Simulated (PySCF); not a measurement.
# Electronic structure of C²⁺ (carbon, charge +2) at the UHF level

Configuration: [He] 2s1 2p1, high-spin 3P determinant (an excited configuration). All numbers are calculated (PySCF 2.14, scalar relativity by spin-free X2C-1e, in aug-cc-pCVQZ-DK).

```
Total energy                                                  : -36.252351 hartree
One-electron energy                                           : -43.9863 hartree
Hartree (Coulomb) energy                                      : 12.2176 hartree
Exchange energy                                               : -4.4836 hartree
⟨S²⟩                                                          : 2.0000
⟨L²⟩                                                          : 2.008
Sum of ⟨r⟩                                                    : 3.193 bohr
Sum of ⟨r²⟩                                                   : 4.411 bohr²
Traceless quadrupole moment −½Σ⟨3z² − r²⟩ along its main axis : -0.908 e·bohr²
Langevin diamagnetic susceptibility                           : -3.49 ×10⁻⁶ cm³/mol
```

```
shell  electrons  mean orbital energy (eV)  rms radius, mean of both spins (bohr)
 1s α          1                   -344.01                                  0.311
 1s β          1                   -341.02                                  0.311
 2s α          1                   -49.562                                   1.47
 2p α          1                   -41.426                                   1.44
```

Spin-orbit constants ζ (cm⁻¹) from the X2C one-electron operator on these orbitals: bare nucleus, nucleus screened by l(l+1)(2l+1)/3 electrons, and screened by the Breit-Pauli mean field of the electrons.

| shell | bare | screened nucleus | mean field |
| --- | --- | --- | --- |
| 2p | 96.94 | 64.62 | 53.39 |

To first order the Landé constant is A = 26.69 cm⁻¹, so the lowest level has J = 0 and lies 0.00662 eV below the centre of the term. This holds in LS coupling only.
